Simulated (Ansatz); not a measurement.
Consider the cleavage of the Si–Si bond: `C=C(N)[SiH2][SiH3]` + `CO[SiH](O)Br` → `CO[SiH](Br)O[SiH3]` + `C=C(N)[SiH3]`.

Computed with Ansatz on PBE0-D4/def2-TZVP structures; ΔE is electronic, products minus reactants. CBS: MP2 limit from def2 TZ/QZ plus the TZ coupled-cluster correction, frozen cores. Functionals use def2-TZVPP. B3LYP here is the variant with VWN-RPA as its local correlation; programs differ in this. For Br outer-core shells are correlated without core-valence functions, which leaves a few kJ/mol of doubt a bond. Scalar relativity is left out up to krypton. Each species was taken in one conformer, which may not be the lowest.

`C=C(N)[SiH2][SiH3]`:

Cartesian coordinates in Å:
```
C 1.581 -0.731 -0.047
C 0.866 0.102 0.721
N 1.391 0.792 1.801
Si -0.986 0.280 0.452
Si -1.611 -0.387 -1.699
H 1.116 -1.307 -0.835
H 2.647 -0.883 0.106
H 0.952 1.668 2.032
H 2.398 0.833 1.857
H -1.344 1.718 0.648
H -1.738 -0.487 1.484
H -3.089 -0.293 -1.841
H -0.977 0.489 -2.719
H -1.204 -1.795 -1.961
```

`CO[SiH](O)Br`:

Z-matrix (Å, degrees):
```
C
O 1 1.412
H 1 1.090 2 107.9
H 1 1.095 2 111.2 3 119.1
H 1 1.094 2 111.1 3 -119.4
Si 2 1.622 1 126.7 3 177.5
Br 6 2.230 2 108.1 1 -51.7
O 6 1.621 2 109.4 1 -172.8
H 6 1.472 2 113.4 1 67.6
H 8 0.959 6 118.5 2 58.9
```

`CO[SiH](Br)O[SiH3]`:

Z-matrix (Å, degrees):
```
C
O 1 1.412
H 1 1.094 2 111.0
H 1 1.095 2 111.4 3 -121.5
H 1 1.090 2 107.9 3 119.3
Si 2 1.620 1 126.0 3 61.6
O 6 1.609 2 108.3 1 -174.5
Br 6 2.227 2 109.1 1 -54.8
H 6 1.473 2 112.5 1 64.1
Si 7 1.647 6 143.7 2 71.7
H 10 1.484 7 110.3 6 -25.8
H 10 1.483 7 109.2 6 94.9
H 10 1.482 7 107.6 6 -145.9
```

`C=C(N)[SiH3]`:

Z-matrix (Å, degrees):
```
Si
C 1 1.873
H 1 1.491 2 109.5
H 1 1.487 2 111.1 3 118.3
H 1 1.483 2 109.2 3 -120.2
N 2 1.386 1 116.8 3 -53.8
C 2 1.339 1 119.2 3 130.9
H 6 1.007 2 116.5 1 34.0
H 6 1.009 2 115.9 1 169.6
H 7 1.081 2 120.9 1 -0.8
H 7 1.088 2 122.0 1 178.2
```

```
        level  ΔE (eV)
       PBE-D4    -0.77
      PBE0-D4    -0.86
        B3LYP    -1.07
HF/def2-QZVPP    -1.40
```

**Question.** What does CCSD(T)/CBS give? (Estimate.)

**Answer.** Computed: -1.06 eV. The listed levels differ from it by 0.29, 0.20, -0.01, -0.34 eV.

Largest T1 diagnostic among the species: 0.013.

In def2-TZVPP, CCSD(T) changes the Hartree–Fock value by +0.32 eV (the triples alone add +0.05 eV) and MP2 by +0.25 eV. From PBE to PBE0 (25 % exact exchange), in def2-TZVPP and without D4, ΔE moves by −0.09 eV.
